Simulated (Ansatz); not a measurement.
Compare A (`C=NB[SiH3]`) with its isomer B (`B[SiH2]N=C`).

Calculated with Ansatz (gas phase, PBE0-D4/def2-TZVP geometries, no zero-point term in ΔE). CCSD(T)/CBS is the MP2 limit (def2-TZVPP, def2-QZVPP) plus CCSD(T) − MP2 in def2-TZVPP, frozen cores. DFT in def2-TZVPP. B3LYP here is the variant with VWN-RPA as its local correlation; programs differ in this. Each species was taken in one conformer, which may not be the lowest.

Task: Which isomer does CCSD(T)/CBS put lower? Give the gap. (Best estimate.)

Result: The calculation gave: A, by 102.6 kJ/mol.

Task: Give E(B) − E(A) in kJ/mol with CCSD(T)/def2-TZVPP, BLYP-D4, CCSD/def2-TZVPP, MP2/def2-TZVPP, B3LYP, CCSD(T)/def2-SVP, PBE-D4. (An estimate is asked.)

Result: The calculation gave: CCSD(T)/def2-TZVPP 103.6, BLYP-D4 123.8, CCSD/def2-TZVPP 98.3, MP2/def2-TZVPP 102.4, B3LYP 117.0, CCSD(T)/def2-SVP 131.1, PBE-D4 132.4. None reverses the order clearly.

Task: Does the order hold for the free energy at 298.15 K (harmonic terms from PBE0-D4)? (An estimate is asked.)

Result: Computed: Yes: G(B) − G(A) = +99.4 kJ/mol, for one conformer each.

Largest T1 diagnostic: 0.017.

From PBE to PBE0 (25 % exact exchange), in def2-TZVPP and without D4, E(B) − E(A) moves by −12.9 kJ/mol. In def2-TZVPP, CCSD(T) changes the Hartree–Fock value by +29.3 kJ/mol (the triples alone add +5.3 kJ/mol) and MP2 by +28.2 kJ/mol.
